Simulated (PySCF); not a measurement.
In(F)2(SeH) (F2HInSe), SMILES [F][In]([F])[SeH]. Atoms are numbered in the order given.

```xyz
5

In     0.0037     0.6684     0.0000
F      1.6044     1.7921     0.0000
F     -1.6653     1.6922     0.0000
Se     0.0527    -1.8311     0.0000
H     -1.4256    -1.8540     0.0000
```

Geometry: B3LYP-D3(BJ)/def2-SVP. The structure was generated by enumeration; whether it is a known compound was not checked. The def2 effective core potentials stand for the cores of In; spin–orbit coupling is left out. The values are those of a single conformer.

These are PySCF 2.14.0 with C-PCM-PBE0/def2-SVP values and carry that method's errors.

The values are the electrostatic part of the solvation free energy, E(continuum) − E(gas) at the gas-phase geometry, in a cavity of scaled van der Waals radii (PySCF's table); cavitation and dispersion terms are not included. A continuum can't describe solvent molecules that bind to the metal. In vacuum the orbital gap is 5.27 eV. The dipole moment in vacuum is 2.95 D.

Question: Estimate the values in water (ε = 78.36), dimethylsulfoxide (ε = 46.83), ethylethanoate (ε = 5.99). (The exact figures need the calculation; the answer reports its results.)

Answer: 
```csv
solvent,ε,ΔG(elec) (kcal/mol),dipole (D),gap (eV)
water,78.36,-11.4,3.39,5.20
dimethylsulfoxide,46.83,-11.3,3.39,5.20
ethylethanoate,5.99,-9.5,3.32,5.22
```
